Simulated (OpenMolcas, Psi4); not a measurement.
## CuF (fluorocopper): methods side by side

The species is CuF (2 atoms), meant as a singlet with charge 0. As SMILES, `[F][Cu]`. The coordinates come from a PBE0-D4/def2-TZVP relaxation.

```xyz
2

F     0.7510   -0.2689    0.3771
Cu   -0.7510    0.2689   -0.3771
```

Each level gives the dipole moment (D). The values are calculated.

(1) The value from experiment is 5.77 D (NIST CCCBDB). From what is known of these methods, estimate their order from the nearest to it to the farthest.
A. BHLYP/def2-TZVPP (OpenMolcas)
B. wB97M-V/def2-TZVPP (Psi4)
C. TPSS/def2-TZVPP (Psi4)
D. SVWN5/def2-TZVPP (Psi4)
E. M06-L/def2-TZVPP (OpenMolcas)

## Answers

(1) A (5.73 D, -0.04), B (5.39 D, -0.38), E (4.91 D, -0.86), C (4.73 D, -1.04), D (4.61 D, -1.16).
